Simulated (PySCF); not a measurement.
Compound: C3H5N3OSi.
Numbering: `[O:1]=[CH:2][c:3]1[cH:4][n:5]([SiH3:6])[n:7][n:8]1`

Geometry (GFN2-xTB, Å), atoms numbered from 1 in this order:
```xyz
13
C3H5N3OSi angstrom
O      3.1702    1.3912    0.1026
C      2.7805    0.3556   -0.3755
C      1.3921   -0.0673   -0.4216
C      0.2436    0.5604    0.0355
N     -0.7670   -0.2732   -0.2663
Si    -2.5127   -0.1460    0.0057
N     -0.2540   -1.3621   -0.8814
N      0.9986   -1.2486   -0.9744
H      3.4667   -0.3798   -0.8325
H      0.0990    1.4975    0.5285
H     -3.0211   -1.3844   -0.5555
H     -2.6726   -0.0097    1.4520
H     -2.9278    1.0668   -0.6963
```

NICS is the negative of the GIAO shielding at a point without a nucleus: at the ring centre (0) and 1 Å above and below it (1); zz is the component along the ring normal. Level: GIAO PBE0/pcSseg-1 (PySCF, non-relativistic, gas phase) on the GFN2-xTB geometry, one conformer.

Ring bond lengths (Å), with Mayer bond orders in brackets: C3–C4 1.386 (1.37), C4–N5 1.344 (1.20), N5–N7 1.352 (1.11), N7–N8 1.261 (1.56), N8–C3 1.362 (1.26).

**Question.** Give the NICS values of each ring in ppm.

**Answer.** 
```
          ring                                                 type  NICS(0)  NICS(1), two faces  NICS(1)zz, two faces  rms pucker (Å)  centre to ring atoms, mean (Å)
C3–C4–N5–N7–N8  5-membered ring with 3 N; formal bonds all aromatic    -12.0       -13.0 / -13.0         -32.5 / -32.5            0.00                            1.14
```

**Question.** What can be read from them?

**Answer.** 
- C3–C4–N5–N7–N8: mean NICS(1)zz -32.5 ppm, shielded, aromatic by this magnetic criterion (flat ring, no four-coordinate atom).

**Question.** How equal are the bonds by HOMA? HOMA = 1 − mean of α(R − Ropt)² over the ring bonds, with Krygowski's 1993 parameters (CC: Ropt 1.388 Å, α 257.7 Å⁻²; CN: Ropt 1.334 Å, α 93.52 Å⁻²; NN: Ropt 1.309 Å, α 130.33 Å⁻²).

**Answer.** 
- C3–C4–N5–N7–N8: HOMA 0.88; the largest term is that of N7–N8, α(R − Ropt)² = 0.30. The geometric and the magnetic index point the same way.

**Question.** Give the inner angles of the rings and the Hirshfeld charges of the ring atoms.

**Answer.** 
- C3–C4–N5–N7–N8: C3 106.7° (-0.010 e), C4 105.5° (+0.005 e), N5 108.4° (-0.052 e), N7 109.8° (-0.066 e), N8 109.6° (-0.118 e); sum 540.0° against 540° for a flat convex ring.

**Question.** What are the shieldings of the ring atoms and their hydrogens in the same run (means over atoms taken as equivalent)?

**Answer.** 
```
atoms                          environment  σ isotropic (ppm)  principal values of the symmetric part, first atom (ppm)
   C3          substituted aromatic carbon               31.9                                         -23.8, 21.5, 98.1
   C4  aromatic CH next to a ring nitrogen               49.4                                        -34.9, 29.6, 153.4
   N5                pyrrole-type nitrogen                8.1                                       -145.2, 32.2, 137.4
   N7               pyridine-type nitrogen             -152.1                                      -415.9, -136.2, 95.9
   N8               pyridine-type nitrogen             -138.2                                     -414.0, -183.6, 183.0
  H10                    aromatic hydrogen              23.28                                          20.9, 21.9, 27.1
```
